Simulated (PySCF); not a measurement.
A calculated (BLYP, PySCF 2.14, aug-cc-pVTZ-DK, scalar relativity by spin-free X2C-1e) atom or ion has these occupied shells.

```json
{"shell": "1s α", "electrons": "1", "orbital energy (eV)": "-1271.2", "rms radius, mean of both spins (bohr)": "0.151"}
{"shell": "1s β", "electrons": "1", "orbital energy (eV)": "-1271.1", "rms radius, mean of both spins (bohr)": "0.151"}
{"shell": "2s α", "electrons": "1", "orbital energy (eV)": "-88.951", "rms radius, mean of both spins (bohr)": "0.764"}
{"shell": "2s β", "electrons": "1", "orbital energy (eV)": "-88.825", "rms radius, mean of both spins (bohr)": "0.764"}
{"shell": "2p α", "electrons": "3", "orbital energy (eV)": "-55.940", "rms radius, mean of both spins (bohr)": "0.780"}
{"shell": "2p β", "electrons": "3", "orbital energy (eV)": "-55.809", "rms radius, mean of both spins (bohr)": "0.780"}
{"shell": "3s α", "electrons": "1", "orbital energy (eV)": "-11.853", "rms radius, mean of both spins (bohr)": "2.95"}
```

Q: Name the element and its charge.

A: Mg⁺ (magnesium, charge +1), in [Ne] 3s1, 2S determinant.
